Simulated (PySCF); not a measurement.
Ge(OH)3(OMe) (CH₆GeO₄), SMILES [OH][Ge]([OH])([OH])[O]C.

Geometry optimised at B3LYP-D3(BJ)/def2-SVP. The values are those of a single conformer.

Computed with TDA-PBE/def2-SVPD (PySCF 2.14.0).

Vertical excitations. 

| state | energy (eV) | λ (nm) | f | main pairs |
|---|---|---|---|---|
| S1 | 5.30 | 234 | 0.006 | HOMO→LUMO 99 % |
| S2 | 5.96 | 208 | 0.031 | HOMO−1→LUMO 97 % |
| S3 | 6.14 | 202 | 0.026 | HOMO−2→LUMO 97 % |
| S4 | 6.51 | 190 | 0.010 | HOMO−3→LUMO 95 % |
| S5 | 6.74 | 184 | 0.065 | HOMO−4→LUMO 91 % |
| S6 | 6.88 | 180 | 0.011 | HOMO→LUMO+1 94 % |
| S7 | 7.01 | 177 | 0.017 | HOMO→LUMO+2 92 % |
| S8 | 7.32 | 169 | 0.008 | HOMO→LUMO+3 99 % |
| S9 | 7.47 | 166 | 0.072 | HOMO−5→LUMO 78 % |
| S10 | 7.52 | 165 | 0.010 | HOMO−1→LUMO+1 87 % |
| T1 | 5.11 | 243 | 0 | HOMO→LUMO 100 % |
| T2 | 5.69 | 218 | 0 | HOMO−1→LUMO 99 % |
| T3 | 5.83 | 213 | 0 | HOMO−2→LUMO 99 % |
| T4 | 6.23 | 199 | 0 | HOMO−3→LUMO 99 % |
Triplets are in the Tamm–Dancoff approximation.
